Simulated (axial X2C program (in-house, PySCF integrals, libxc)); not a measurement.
HInH⁺: properties at the nuclei

Computed with an axial X2C code built on PySCF integrals: two-component X2C with atomic mean-field Coulomb and Gaunt terms, Gaussian nuclei, basis H dyall-v3z, In dyall-v3z with contracted cores.

H–In–H held linear, with bonds 1.670 and 1.670 Å (near the PBE0 minimum at charge 1 of the determinant lowest at the starting distance; the state shown can have its own minimum elsewhere, held linear; other orders of the atoms were not compared).

Determinant lowest in the PBE0 search, Ω = 0 (closed shell), highest spinor 62% H s, 36% In p:

| level | qzz H (a.u.) | qzz In (a.u.) |
| --- | --- | --- |
| PBE0 | 0.10 | -9.37 |
| HF | 0.10 | -10.53 |
| BHandHLYP | 0.10 | -9.76 |

qzz is the electric field gradient, eQq0 = 234.96 MHz × Q/barn × qzz. The operators were transformed with the bare-nucleus X2C matrices; with these basis sets, hyperfine constants and field gradients can be off by tens of per cent, and where levels differ in sign neither size nor sign is settled.

**Question.** With Q(115In) = 0.772 barn (Q from Pyykkö, Mol. Phys. 2018), turn the PBE0 values of the first state into constants in MHz.

**Answer.** eQq0(115In) = 234.96 × (0.772) × (-9.37) = -1700 MHz.

The molecule was held linear; bending was not examined, so a bent shape may lie lower.

Each state is one determinant with collinear spin. The search compared states at one distance, so a state with another bond length can lie lower.
